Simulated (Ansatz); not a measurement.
Geometry optimisation, Ansatz, RKS B3LYP-D4/def2-SVP.

input.yaml

```yaml
crystal:
  periodic: [false, false, false]
  atoms:
    - { symbol: C, position_ang: [-1.1609, 0.8076, 1.0811] }
    - { symbol: Se, position_ang: [0.0905, 1.5616, -0.1937] }
    - { symbol: C, position_ang: [0.872, -0.1749, -0.5562] }
    - { symbol: O, position_ang: [2.254, 0.0375, -1.0847] }
    - { symbol: Se, position_ang: [-0.1882, -1.1683, -1.8396] }
    - { symbol: H, position_ang: [-0.6935, 0.3127, 1.8778] }
    - { symbol: H, position_ang: [-1.8915, 0.1827, 0.549] }
    - { symbol: H, position_ang: [-1.7388, 1.7115, 1.5088] }
    - { symbol: H, position_ang: [0.9887, -0.7328, 0.4501] }
    - { symbol: H, position_ang: [2.615, -0.8642, -1.0923] }
    - { symbol: H, position_ang: [-1.0819, -1.7305, -0.6797] }
basis:
  gaussian: { orbitals: def2-SVP }
hamiltonian:
  xc: b3lyp
  dispersion: d4
relax:
  f_tol: 0.015
  max_steps: 40
```

Launched with:

```bash
$ ansatz run input.yaml --threads 2 --pin off --max-ram 3072MiB --backend cpu --events-out ev --progress --plain --runs-dir out
```

Where does it end, and by what steps?

The run converged. After 25 steps the energy has fallen by 0.745 eV; H11 moved furthest, 1.54 Å.

```csv
step,energy less start (eV),largest force component (eV/Å),accepted
0,0.0000,3.080,yes
1,-0.4419,1.689,yes
2,-0.5228,0.403,yes
3,-0.5491,0.118,yes
4,-0.5577,0.391,yes
5,-0.5638,0.592,yes
6,-0.5845,0.181,yes
7,-0.6016,0.131,yes
8,-0.6047,0.438,yes
9,-0.6133,0.191,yes
10,-0.6192,0.235,yes
11,-0.6241,0.187,yes
12,-0.6280,0.309,yes
13,-0.6359,0.528,yes
14,-0.6452,0.583,yes
15,-0.6369,1.275,no
16,-0.6684,0.279,yes
17,-0.6928,0.291,yes
18,-0.7237,0.403,yes
19,-0.7400,0.156,yes
20,-0.7288,0.322,no
21,-0.7442,0.024,yes
22,-0.7444,0.033,yes
23,-0.7445,0.044,yes
24,-0.7444,0.113,no
25,-0.7446,0.008,yes
```

```xyz
11
Properties=species:S:1:pos:R:3
C -1.249 1.110 1.113
Se 0.343 1.483 0.028
C 0.884 -0.409 -0.313
O 2.167 -0.473 -0.809
Se -0.472 -1.223 -1.529
H -0.969 0.563 2.024
H -1.984 0.537 0.535
H -1.673 2.084 1.393
H 0.860 -0.944 0.645
H 2.156 -0.172 -1.731
H 0.002 -2.613 -1.335
```

Time of the run: 2 min on 2 threads of Intel(R) Xeon(R) Platinum 8375C CPU @ 2.90GHz (Ice Lake), on a shared host, peak memory 0.42 GiB.
